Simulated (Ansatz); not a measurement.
The cluster B₄P₅⁻, relaxed as a singlet with RKS B3LYP-D4/def2-SVPD in Ansatz, starting from the GFN1-xTB geometry. Force threshold 0.02 eV/Å.

The restricted singlet is unstable towards broken spin symmetry in Hartree–Fock (as tested in another run); at B3LYP-D4/def2-SVPD this wasn't settled. Another isomer (singlet) lies 1.37 eV lower at PBE0-D4/def2-TZVPD; other spin states weren't run for this one.

Start:

```xyz
9

B    -1.320    0.435    0.303
B     1.848    0.175    0.689
B     1.343    1.630    0.390
B     0.732   -0.919    1.025
P    -0.119    0.768    1.751
P    -1.223    0.830   -1.585
P    -0.021   -1.896   -0.540
P     0.824    0.051   -1.346
P    -2.064   -1.074   -0.685
```

Estimate the energy that the relaxation releases and the steps that it takes.

2.67 eV, in 26 steps; 2.6 min on 4 threads of Arm Neoverse V1 on a shared host. No frequencies were taken in this run, so the end may be a saddle point.

Does the start keep its bonding?

Bonds lost: B3–P5, P7–P8 (atoms count from 1). Bonds formed: B2–P7 (atoms count from 1).

Predict the relaxed structure.


```xyz
9

B    -1.188    0.385    0.360
B     1.202   -0.168    0.741
B     1.355    0.758   -0.555
B     0.360   -1.145    1.697
P    -0.304    0.574    2.030
P    -1.070    1.040   -1.418
P     0.292   -1.962    0.029
P     1.028    1.597   -2.074
P    -1.676   -1.079   -0.809
```
Bond lengths: 8 × B–P 1.77 to 2.13 Å; 3 × P–P 2.27 to 2.31 Å; 2 × B–B 1.60 to 1.61 Å.
